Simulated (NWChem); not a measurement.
System: GaSiH$_{5}$O; SMILES [SiH3][O][GaH2]

NWChem input:

```
start job
memory heap 200 mb stack 900 mb global 1100 mb
geometry units angstroms noautoz
  Ga     0.049980    -1.215414    -0.016683
  H     -1.479067    -1.451660    -0.244559
  H      1.209870    -2.244376     0.139465
  O      0.576107     0.488529     0.083486
  Si     0.037259     2.049269     0.025269
  H      0.350498     2.747646     1.309444
  H     -1.445108     2.111550    -0.194657
  H      0.708268     2.781468    -1.092090
end
basis spherical
  * library def2-svpd
end
dft
  xc pbe0
  iterations 150
end
tddft
  cis
  nroots 6
  notriplet
end
task tddft energy
```

All runs use the structure optimised with PBE0/def2-SVP.

Vertical excitations in the gas phase.

Problem. What results follow from this input? (PBE0/def2-SVPD, TDA.) Quantities: lowest excitation, singlet (eV); oscillator strength of that lowest state; lowest state with f > 0.02, singlet (eV); oscillator strength of that bright state; orbital gap (eV).

Solution. 
```yaml
lowest excitation, singlet (eV): 5.40
oscillator_strength_of_that_lowest_state: 0.000
lowest state with f > 0.02, singlet (eV): 6.20
oscillator_strength_of_that_bright_state: 0.084
orbital gap (eV): 6.82
```
